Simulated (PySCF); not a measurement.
PySCF input file for Cl₂HSi, SMILES Cl[SiH]Cl, multiplicity 2, PBE0-D3(BJ)/def2-TZVP. Geometry: PBE0-D3(BJ)/def2-TZVP. The isomer is the one that the SMILES or the coordinates give; other isomers of the formula were not compared.

```python
import numpy as np
from pyscf import gto, scf, dft
from pyscf.hessian import thermo

mol = gto.M(
    atom='''
    Cl    0.02446913   -0.37504676   -1.67865731
    Si   -0.13121420    0.78603214    0.00000000
    Cl    0.02446913   -0.37504676    1.67865731
    H     1.00504839    1.74714009    0.00000000
    ''',
    basis='def2-TZVP',
    charge=0,
    spin=1,
    max_memory=1600,
    verbose=3,
)
mf = dft.UKS(mol, xc='pbe0').density_fit(auxbasis='def2-universal-jkfit')
mf.disp = 'd3bj'
mf.grids.level = 3
mf.conv_tol = 1e-11
mf.max_cycle = 100
mf.kernel()
fine, coarse = mf.grids, dft.Grids(mol).set(level=1).build(with_non0tab=True)
for _ in range(3):  # follow internal instabilities
    mf.grids = coarse
    mo, _, stable, _ = mf.stability(return_status=True, nroots=4)
    mf.grids = fine
    if stable:
        break
    mf.kernel(mf.make_rdm1(mo, mf.mo_occ))

# [left out here: the lines that compute and print the analytic Hessian (its translational invariance restored by hand, since the grid's response is missing), thermochemistry and intensities]
```

Program output:

```

WARN: HOMO -0.177071671841048 >= LUMO -0.177071671841041

converged SCF energy = -1210.16170042223  <S^2> = 0.7524322  2S+1 = 2.0024307
<class 'pyscf.df.df_jk.DFUKS'> wavefunction is stable in the internal stability analysis

WARN: DFTD3 does not support analytical Hessian, using finite difference


WARN: Mole.unit (angstrom) is changed to Bohr

Mode                                 0                   1                   2
Irrep
Freq [cm^-1]                      178.3946            518.2275            580.9014
Reduced mass [au]                  26.6212             21.9501             12.0511
Force const [Dyne/A]                0.4992              3.4732              2.3960
Char temp [K]                     256.6701            745.6141            835.7878
Normal mode                   x     y     z       x     y     z       x     y     z
       0  Cl                -0.00  0.04 -0.10    0.01 -0.05 -0.07    0.00 -0.04 -0.06
       1  Si                 0.01 -0.09 -0.00   -0.01  0.13  0.00   -0.00 -0.00  0.14
       2  Cl                -0.00  0.04  0.10    0.01 -0.05  0.07   -0.00  0.04 -0.06
       3   H                 0.01 -0.09 -0.00    0.00  0.12  0.00    0.00 -0.00  0.23
Mode                                 3                   4                   5
Irrep
Freq [cm^-1]                      652.9427            741.6625           2185.6386
Reduced mass [au]                   1.1648              1.0942              1.0435
Force const [Dyne/A]                0.2926              0.3546              2.9371
Char temp [K]                     939.4392           1067.0871           3144.6473
Normal mode                   x     y     z       x     y     z       x     y     z
       0  Cl                 0.02  0.00  0.00   -0.01 -0.00  0.01    0.00 -0.00 -0.00
       1  Si                -0.06  0.02 -0.00    0.00  0.00 -0.05    0.03  0.02  0.00
       2  Cl                 0.02  0.00 -0.00    0.01  0.00  0.01    0.00 -0.00  0.00
       3   H                 0.57 -0.73 -0.00   -0.00  0.00  0.95   -0.75 -0.63 -0.00
temperature 298.1500 [K]
pressure 101325.00 [Pa]
Rotational constants [GHz] 15.86174 2.51168 2.19513
Symmetry number 1
Zero-point energy (ZPE) 0.01107 [Eh]   29055.901 [J/mol]
                           tot       elec      trans        rot        vib
Entropy [J/mol/K]       296.550      5.763    166.179    107.575     17.033
Cv [J/mol/K]             49.338      0.000     12.472     12.472     24.395
Cp [J/mol/K]             57.653      0.000     20.786     12.472     24.395
Internal energy [J/mol]                      3718.434   3718.434  32226.071
Internal energy [Eh]   -1210.14659  -1210.16170
Enthalpy [J/mol]                             6197.391   3718.434  32226.071
Enthalpy [Eh]          -1210.14565
Gibbs free energy [J/mol]                  -43348.939 -28354.982  27147.745
Gibbs free energy [Eh] -1210.17933
mode   freq/cm-1   IR/(km/mol)
   1      178.39         2.085
   2      518.23        43.637
   3      580.90       135.996
   4      652.94        30.602
   5      741.66        85.156
   6     2185.64        72.388
max |gradient| / (hartree/bohr): 1.7169171599300813e-05
APT charges: [-0.4972  1.1815 -0.4972 -0.1871]
```

The run converged.
